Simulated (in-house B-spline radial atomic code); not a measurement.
Values are calculated unless marked as measured or tabulated.
Making a Troullier-Martins p channel for C, r_c = 1.57 bohr

C, [He] 2s2 2p2, non-relativistic PBE, spherical and spin-unpolarised, from an all-electron radial atomic-structure program (B-spline basis) (atomic units). The all-electron 2p level is ε = -0.194353 hartree and its outer maximum at 1.20 bohr.

Inside r_c the pseudo-orbital is u(r) = r^2 exp(p(r)), with p = c0 + c2 r² + c4 r⁴ + … + c12 r¹². The seven coefficients follow from p and its first four derivatives at r_c, from zero curvature of the screened potential at the origin, c4 = −c2²/(2l + 5), and from the norm inside r_c. At r_c the all-electron orbital has P = 0.6727672, P' = -0.1719076, the screened potential V = -0.8090739, V' = 1.070521, V'' = -1.923749, and the norm inside is Q = 0.4913874.

Q: What are p, p' and p'' at r_c?

A: p = ln(P/r_c^2) = ln(0.6727672/2.4649) = -1.29851. p' = P'/P − 2/r_c = -0.25552 − 1.27389 = -1.52941. The radial equation gives p'' = 2(V − ε) − 2(2) p'/r_c − p'² = -1.22944 − (-3.89658) − 2.33909 = 0.32805. Differentiating, p''' = 2V' + 2(2)p'/r_c² − 2(2)p''/r_c − 2p'p'' = -0.17321, and p'''' = 2V'' − 4(2)p'/r_c³ + 4(2)p''/r_c² − 2(2)p'''/r_c − 2p''² − 2p'p''' = 0.075116.

For a trial c2 the five matching conditions are linear in c0, c6, c8, c10 and c12, and c2 is varied until the norm inside r_c equals Q. The root nearest zero gives:

```csv
n,c_n
0,0.8135973
2,-1.23106
4,-0.2165012
6,0.4800488
8,-0.2331964
10,0.0506723
12,-0.004253006
```

Q: Check c4 and p(r_c), and find the screened pseudopotential at the origin.

A: −c2²/7 = -0.216501, as listed. The terms c_n r_c^n are 0.81360, -3.03444, -1.31540, 7.18924, -8.60833, 4.61070, -0.95388, which sum to -1.29851. Inverting the radial equation, V_l(r) = ε + 2 p'/r + (p'' + p'²)/2, so V_l(0) = ε + (2l + 3) c2 = -0.194353 + 5 × (-1.23106) = -6.3497 hartree, finite where the all-electron potential diverges.

Orbitals and screened potentials:

| r (bohr) | P | u | V all-electron | V pseudo |
| --- | --- | --- | --- | --- |
| 0.157 | 0.09976 | 0.05394 | -29.33 | -6.341 |
| 0.392 | 0.3507 | 0.2859 | -8.547 | -6.052 |
| 0.628 | 0.5446 | 0.5424 | -4.009 | -4.891 |
| 0.864 | 0.6587 | 0.6838 | -2.474 | -3.024 |
| 1.099 | 0.7049 | 0.7163 | -1.63 | -1.519 |
| 1.334 | 0.7035 | 0.7044 | -1.126 | -0.9872 |
| 1.57 | 0.6728 | 0.6728 | -0.8091 | -0.8091 |

Logarithmic derivatives P'/P at R = 1.87 bohr, for energies E around ε:

| E − ε (hartree) | all-electron | pseudo |
| --- | --- | --- |
| -0.5 | 0.665723 | 0.669054 |
| -0.25 | 0.259577 | 0.261124 |
| -0.1 | -0.0770063 | -0.0766204 |
| 0 | -0.368912 | -0.368911 |
| 0.1 | -0.748413 | -0.747617 |
| 0.25 | -1.62282 | -1.6127 |
| 0.5 | -6.53185 | -6.22169 |

Q: With P(R) = 0.6117422 and a norm of 0.615742 inside R, what slope in energy does norm conservation fix?

A: d(P'/P)/dE = −2 × (norm inside R)/P(R)² = -3.2907 per hartree·bohr at E = ε, for both atoms, since orbital and norm agree at R. Differences over ±0.1 hartree give -3.3570 (all-electron) and -3.3550 (pseudo), which also hold third-order terms. Half a hartree below ε the two curves differ by +0.0033.
